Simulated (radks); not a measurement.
Problem. The mean radii <r> (bohr) of the occupied orbitals of an atom or ion are listed with their occupations. Calculated with a radial shooting solver on a logarithmic mesh with Libxc functionals: scalar-relativistic Kohn-Sham, PBEsol, spin-polarised, spherical densities, finite nucleus; Fermi nuclear charge, rms radius of each element as measured or else 0.836 A^(1/3) + 0.57 fm.

| orbital | occ. | <r> |
|---|---|---|
| 1s up | 1 | 0.04277 |
| 1s down | 1 | 0.04277 |
| 2s up | 1 | 0.1896 |
| 2s down | 1 | 0.1896 |
| 2p up | 3 | 0.1655 |
| 2p down | 3 | 0.1655 |
| 3s up | 1 | 0.5513 |
| 3s down | 1 | 0.5512 |
| 3p up | 3 | 0.5635 |
| 3p down | 3 | 0.5632 |
| 3d up | 5 | 0.5861 |
| 3d down | 5 | 0.5847 |
| 4s up | 1 | 1.505 |
| 4s down | 1 | 1.503 |
| 4p up | 1 | 1.686 |

Name the element and its charge. Open shells, if any, are filled with parallel spins first.

Solution. Z = 35, bromine, charge +4: Br4+ in [Ar] 3d10 4s2 4p1. The 1s radius gives Z: for a bare nucleus <r> = (2 gamma + 1)/(2Z) with gamma = sqrt(1 - (Z/c)^2), 0.04191 bohr for Z = 35, and screening makes it slightly larger (0.04277 here). The occupations add up to 31, and the charge is Z minus that.
